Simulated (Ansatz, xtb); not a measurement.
System: SnF, net charge 0, doublet state. SMILES: [Sn][F]
Coordinates optimised at B3LYP-D3(BJ)/def2-TZVP (Ansatz, an electronic-structure program):
```
Sn
F 1 1.9637
```
Charge 0, spin multiplicity 2.

Harmonic wavenumbers from GFN2-xTB (xtb, at its own minimum), cm⁻¹: 413.

Q: Give the harmonic wavenumbers at B3LYP-D3(BJ)/def2-TZVP (Ansatz, finite differences of forces, unscaled).

A: 564 cm⁻¹. Zero-point energy 0.8 kcal/mol.

Q: From these and the geometry, give the ideal-gas thermochemistry at 298.15 K and 1 atm (rigid rotor, harmonic oscillator).

A: Point group C∞v, rotational symmetry number 1. Rotational constants 8.002, 8.002 GHz. S(trans) 40.67, S(rot) 15.21, S(vib) 0.52, S(elec, spin only) 1.38, S 57.8 cal/(mol K). H(298) - H(0) 2.19 kcal/mol; G - E(el) -14.2 kcal/mol.
